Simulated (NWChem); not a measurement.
# Atomisation of C2H5O2

```xyz
9

O      1.4164     0.0104     0.7488
C      0.8313    -0.3408    -0.4065
C     -0.7282    -0.4369    -0.1899
O     -1.3497     0.7752     0.0866
H      0.9832     0.3975    -1.2305
H      1.1297    -1.3528    -0.7674
H     -0.9127    -1.1045     0.6649
H     -1.1179    -0.9280    -1.1049
H     -1.2339     1.3696    -0.6669
```
Charge 0, spin multiplicity 2.

Everything below was run with NWChem. All single points use one geometry, from UB3LYP/def2-SVP, a minimum by its harmonic frequencies. It is one conformer; others weren't searched.

Basis set: def2-TZVP. The atomisation energy is electronic alone: no zero-point, thermal, spin-orbit or counterpoise terms. No value is extrapolated to the basis-set limit. Free atoms are single determinants with multiplicities O 3, C 3, H 2. Correlated methods freeze the same cores in atoms and molecule, 4 orbitals in all.

```json
[
 {"method": "B3LYP", "atomisation energy (kcal/mol)": "788.8", "relative cost": "1"},
 {"method": "PBE0", "atomisation energy (kcal/mol)": "793.9", "relative cost": "under 3"},
 {"method": "PBE", "atomisation energy (kcal/mol)": "817.0", "relative cost": "under 3"},
 {"method": "BP86", "atomisation energy (kcal/mol)": "823.7", "relative cost": "under 3"},
 {"method": "BLYP", "atomisation energy (kcal/mol)": "792.2", "relative cost": "under 3"},
 {"method": "r2SCAN", "atomisation energy (kcal/mol)": "792.2", "relative cost": "3"},
 {"method": "HF", "atomisation energy (kcal/mol)": "555.9", "relative cost": "7"},
 {"method": "MP2", "atomisation energy (kcal/mol)": "770.3", "relative cost": "7"}
]
```

The values span 267.8 kcal/mol, from HF (lowest) to BP86 (highest). The cost column gives rough processor time relative to B3LYP; each entry includes its own SCF. Costs are the molecule's.

B3LYP has NWChem's definition, with VWN1-RPA local correlation. The structure started from a generated list of species. The stability of the SCF solutions was not checked. Open-shell Hartree-Fock references start from PBE0 orbitals; any time given for them includes that run.
